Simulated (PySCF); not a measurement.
CuF₂, charge -1, multiplicity 1.

```xyz
3

Cu     0.0000     0.0000     0.0000
F      0.0000     0.0000    -1.8163
F      0.0000     0.0000     1.8163
```
Charge -1, spin multiplicity 1.

Geometry optimised at B3LYP-D3(BJ)/def2-TZVPD. The spin state was assumed, not searched.

Calculation: PySCF with PBE/pcSseg-2. Non-relativistic, no solvent.

Computed absolute GIAO shielding of each atom: isotropic value and principal components (ppm):
```json
[
 {"atom": "Cu1", "σ(iso)": "-234.0", "σ11": "-1557.9", "σ22": "-1557.9", "σ33": "2414.0", "span": "3972.0"},
 {"atom": "F2", "σ(iso)": "571.8", "σ11": "490.9", "σ22": "612.2", "σ33": "612.2", "span": "121.3"},
 {"atom": "F3", "σ(iso)": "571.8", "σ11": "490.9", "σ22": "612.2", "σ33": "612.2", "span": "121.3"}
]
```
